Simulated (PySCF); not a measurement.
## B⁺ (boron, charge +1) across methods

[He] 2p2, high-spin 3P determinant (an excited configuration). Calculation: PySCF 2.14, in aug-cc-pVQZ with one added diffuse shell each of s, p, d, f, g type (7s6p5d4f3g, 105 functions); the non-relativistic Hamiltonian (point nucleus).

```csv
method,E (hartree),mean ε 1s α (eV),mean ε 1s β (eV),mean ε 2p α (eV),Σ⟨r²⟩ (bohr²),⟨S²⟩
PBE,-23.9245,-193.75,-192.89,-14.666,8.271,2.000
HSE06,-23.9231,-200.77,-199.87,-15.447,8.274,2.000
PBE0,-23.9185,-201.18,-200.30,-15.851,8.282,2.000
r2SCAN,-23.9438,-196.93,-196.13,-14.933,8.218,2.000
BP86,-23.9582,-194.05,-193.31,-14.719,8.252,2.000
UHF,-23.83504,-222.74,-221.83,-18.993,8.450,2.000
LC-wPBE,-23.9189,-199.59,-198.74,-18.715,8.126,2.000
LDA,-23.6711,-191.77,-190.89,-14.574,8.310,2.000
```
